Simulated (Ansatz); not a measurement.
Ansatz (a program for electronic structure) input:

Ansatz 0.2 input:
```yaml
crystal:
  periodic: [false, false, false]
  atoms:
    - {symbol: C, position_ang: [2.48900566, -0.45651242, -0.43119178]}
    - {symbol: C, position_ang: [1.56055818, -0.30381862, 0.75322182]}
    - {symbol: C, position_ang: [0.27686225, -0.06345365, 0.68936152]}
    - {symbol: C, position_ang: [-0.80659468, 0.15520372, -0.28291522]}
    - {symbol: C, position_ang: [-1.41873462, 1.55547360, -0.13536139]}
    - {symbol: C, position_ang: [-1.88287635, -0.93469919, -0.17816510]}
    - {symbol: H, position_ang: [1.95947863, -0.34156385, -1.37658166]}
    - {symbol: H, position_ang: [3.28736959, 0.28932043, -0.39334320]}
    - {symbol: H, position_ang: [2.96492195, -1.44064757, -0.42307971]}
    - {symbol: H, position_ang: [2.02924983, -0.40798632, 1.73108604]}
    - {symbol: H, position_ang: [-0.36060379, 0.08937279, -1.28919728]}
    - {symbol: H, position_ang: [-2.18877892, 1.71600346, -0.89253875]}
    - {symbol: H, position_ang: [-1.87772269, 1.66899859, 0.84850994]}
    - {symbol: H, position_ang: [-0.65878391, 2.32958581, -0.24506876]}
    - {symbol: H, position_ang: [-2.65435649, -0.78187269, -0.93547487]}
    - {symbol: H, position_ang: [-1.45206622, -1.92646328, -0.31822620]}
    - {symbol: H, position_ang: [-2.35803068, -0.90790797, 0.80421536]}
basis:
  gaussian:
    orbitals: cc-pVTZ
hamiltonian:
  xc: pbe
magnetization: {spin_polarized: true, initial_magnetization: 1}
correlation: {method: rpa, electrons: outside_noble_gas}
```

### Question
What final total energy does it print?

### Answer
-235.25242 Eh (RPA@PBE/cc-pVTZ). The basis has 334 functions.

It need not be the lowest isomer of its formula.
